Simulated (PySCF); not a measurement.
Correlation energy of Au (gold, neutral)

Starting occupation: [Xe] 4f14 5d10 6s1, 6s1/2 with m_j = +1/2. Computed with PySCF 2.14 in x2c-TZVPall-2c with one added diffuse shell each of s, p, d type (12s12p11d2f, 117 functions), with X2C-1e with screened-nucleus spin-orbit coupling, Gaussian nucleus. Frozen: [Kr] 4d10 4f14; 19 electrons correlated; the 34 highest virtual spinors left out.

MP2 pair energies summed by pair of shells (mhartree):

```json
{"pair": "5d3/2-5d5/2", "energy": "-119.75", "share (%)": "27.5"}
{"pair": "5d5/2-5d5/2", "energy": "-83.45", "share (%)": "19.1"}
{"pair": "5d5/2-5p3/2", "energy": "-37.93", "share (%)": "8.7"}
{"pair": "5d3/2-5d3/2", "energy": "-34.80", "share (%)": "8.0"}
{"pair": "5d3/2-5p3/2", "energy": "-26.38", "share (%)": "6.0"}
{"pair": "5d5/2-6s1/2", "energy": "-26.13", "share (%)": "6.0"}
{"pair": "5d5/2-5p1/2", "energy": "-16.14", "share (%)": "3.7"}
{"pair": "5d3/2-6s1/2", "energy": "-16.06", "share (%)": "3.7"}
{"pair": "5p3/2-5p3/2", "energy": "-12.61", "share (%)": "2.9"}
{"pair": "5p1/2-5p3/2", "energy": "-11.86", "share (%)": "2.7"}
{"pair": "5d3/2-5p1/2", "energy": "-11.23", "share (%)": "2.6"}
{"pair": "5d5/2-5s1/2", "energy": "-9.50", "share (%)": "2.2"}
{"pair": "5p3/2-5s1/2", "energy": "-8.79", "share (%)": "2.0"}
{"pair": "5d3/2-5s1/2", "energy": "-6.57", "share (%)": "1.5"}
{"pair": "5p1/2-5s1/2", "energy": "-4.22", "share (%)": "1.0"}
{"pair": "5p3/2-6s1/2", "energy": "-3.62", "share (%)": "0.8"}
{"pair": "5p1/2-5p1/2", "energy": "-3.04", "share (%)": "0.7"}
{"pair": "5s1/2-5s1/2", "energy": "-2.42", "share (%)": "0.6"}
{"pair": "5p1/2-6s1/2", "energy": "-1.23", "share (%)": "0.3"}
{"pair": "5s1/2-6s1/2", "energy": "-0.35", "share (%)": "0.1"}
```

Total MP2 correlation energy: -436.08 mhartree.

This basis was not built for core-valence correlation, so the inner-shell part is incomplete.
